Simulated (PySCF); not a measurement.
All of these have the formula C5H11OP. Level of theory: TDDFT wB97X-D/def2-SVPD, vertical, gas phase, core orbitals frozen in the response in PySCF. Geometries: GFN2-xTB; one conformer of each isolated species. Triplets are in the Tamm–Dancoff approximation.

A. `C=C(C)P(C)(C)=O`
B. `C[C@@H]1CC[P@@]1(C)=O`
C. `C[C@@H]1CCC[P@@H]1=O`
D. `C=CPCCOC`

Lowest singlet levels (six at most, fewer where fewer were computed) with oscillator strengths:

1. 7.47 eV (f 0.035); 7.54 eV (f 0.022); 7.56 eV (f 0.016); 7.81 eV (f 0.007); 7.85 eV (f 0.015); 8.06 eV (f 0.053); T1 7.16 eV
2. 6.34 eV (f 0.004); 6.70 eV (f 0.020); 7.27 eV (f 0.400); 7.63 eV (f 0.055); 7.70 eV (f 0.010); 7.79 eV (f 0.017); T1 4.47 eV
3. 7.07 eV (f 0.007); 7.21 eV (f 0.003); 7.47 eV (f 0.002); 7.80 eV (f 0.042); 8.00 eV (f 0.030); 8.11 eV (f 0.032); T1 6.81 eV
4. 5.84 eV (f 0.221); 6.45 eV (f 0.073); 6.64 eV (f 0.019); 7.19 eV (f 0.054); 7.30 eV (f 0.049); 7.31 eV (f 0.096); T1 4.22 eV

Question: Which spectrum belongs to which structure?

Answer: 1 = B, 2 = A, 3 = C, 4 = D.
- A: S1 at 6.34 eV, HOMO-1→LUMO (91%); Löwdin shares by element: HOMO oxygen 59%, carbon 19% or more, phosphorus 14%; LUMO carbon 65% or more, hydrogen 7% or more, phosphorus 6% (atoms not listed hold the other 22%); HOMO -9.47 and LUMO 1.48 eV.
- B: S1 at 7.47 eV, HOMO→LUMO+1 (26%), HOMO→LUMO+2 (24%), HOMO→LUMO (19%); Löwdin shares by element: HOMO oxygen 46%, carbon 22% or more, phosphorus 15% (atoms not listed hold the other 17%); LUMO carbon 36% or more, hydrogen 9% or more (atoms not listed hold the other 55%); HOMO -9.26 and LUMO 2.11 eV.
- C: S1 at 7.07 eV, HOMO→LUMO+1 (70%), HOMO→LUMO+3 (9%); Löwdin shares by element: HOMO oxygen 50%, carbon 23% or more, phosphorus 14%; LUMO carbon 21% or more, hydrogen 19% or more (atoms not listed hold the other 60%); HOMO -9.39 and LUMO 2.10 eV.
- D: S1 at 5.84 eV, HOMO→LUMO (94%); Löwdin shares by element: HOMO phosphorus 47%, carbon 37% or more (atoms not listed hold the other 16%); LUMO carbon 64% or more, phosphorus 11%, hydrogen 6% or more (atoms not listed hold the other 19%); HOMO -8.14 and LUMO 1.88 eV.
